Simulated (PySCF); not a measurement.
Bonds (- single, = double, # triple, : aromatic): C1:C2, C2:C3, C3:C4, C4:C5, C5:C6, C5-C7, C7-C8, C8:C9, C9:C10, C10:C11, C11:C12, C12:C13, C6:C1, C13:C8, C13-C4. C1 carries H14; C2 carries H15; C3 carries H16; C6 carries H17; C7 carries H18, H19; C9 carries H20; C10 carries H21; C11 carries H22; C12 carries H23.

Method: B3LYP/pcJ-1 coupling constants (without the spin–dipole term), shieldings: GIAO PBE0/pcSseg-1, PBE0-D3(BJ)/def2-SVP structure, in PySCF 2.14 (averaged over atoms made equivalent by symmetry, fast rotation or ring inversion, isolated molecule, single conformer, non-relativistic).

Problem. Predict the 2D correlation tables (HSQC, COSY, HMBC).

Solution. 

HSQC (one-bond C–H):
| δH | δC | 1J(C,H) (Hz) |
| --- | --- | --- |
| 8.02 (H16/H23) | 125.1 (C3/C12) | 165 |
| 7.62 (H17/H20) | 130.2 (C6/C9) | 164 |
| 7.52 (H15/H22) | 132.3 (C2/C11) | 166 |
| 7.42 (H14/H21) | 132.2 (C1/C10) | 166 |
| 3.87 (H18/H19) | 39.5 (C7) | 135 |

COSY cross peaks (|J| ≥ 2 Hz):
| δH | δH | abs. J (Hz) | bonds |
| --- | --- | --- | --- |
| 8.02 (H16/H23) | 7.52 (H15/H22) | 8.6 | 3 |
| 7.62 (H17/H20) | 7.42 (H14/H21) | 8.4 | 3 |
| 7.52 (H15/H22) | 7.42 (H14/H21) | 8.3 | 3 |

HMBC (two and three bonds, |J| ≥ 2.5 Hz):
| δH | δC [abs. J in Hz] |
| --- | --- |
| 8.02 (H16/H23) | 148.4 (C5/C8) [6.9], 146.8 (C4/C13) [3.1], 132.2 (C1/C10) [7.8] |
| 7.62 (H17/H20) | 146.8 (C4/C13) [6.9], 132.3 (C2/C11) [7.6], 39.5 (C7) [3.4] |
| 7.52 (H15/H22) | 146.8 (C4/C13) [8.3], 130.2 (C6/C9) [8.6] |
| 7.42 (H14/H21) | 148.4 (C5/C8) [8.4], 125.1 (C3/C12) [8.6] |
| 3.87 (H18/H19) | 148.4 (C5/C8) [5.0], 146.8 (C4/C13) [2.9] |

Scale: 1H (σ = 31.27 ppm), 13C (σ = 184.41 ppm) vs TMS (reference shieldings calculated alike).

Unscaled 3J(H,H) at this level run about 10 % above measured values. Shifts are as computed. Against solution values, carbons near 30 ppm lie about +2 ppm off and those near 130 ppm about +5 ppm. Of 1313 compounds with measured shifts, 239 miss one by over three times the rms of a fit or turn the order of signals round; such compounds aren't used in these exercises.
